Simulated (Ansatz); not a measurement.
Basis-set extrapolation for C$_{2}$H$_{6}$AlBFN (PBE0-D4/def2-TZVP geometry, frozen core, Ansatz 0.2.0). Multiplicity 1, RHF reference.

```
                      def2-TZVPP   def2-QZVPP
                 HF  -499.770409  -499.789071
    MP2 correlation    -0.975332    -1.047962
CCSD(T) correlation    -1.055469      not run
```

Energies in hartree. Use E(X) = E(∞) + A·exp(−7.88·√X) for Hartree–Fock and E(X) = E(∞) + B·X^(−2.97) for correlation, with X = 3 and 4, and add CCSD(T) minus MP2 of the smaller set to the MP2 limit.

Q: What is the CCSD(T) energy at the basis-set limit?

A: HF limit: -499.789071 + (-0.018662) × 0.13774 = -499.79164. MP2 limit: -1.047962 + (-0.072630) × 0.74074 = -1.10176. Higher-order term: -1.055469 − (-0.975332) = -0.08014. Total: -500.97354 hartree, 387.7 kJ/mol below CCSD(T)/def2-TZVPP.
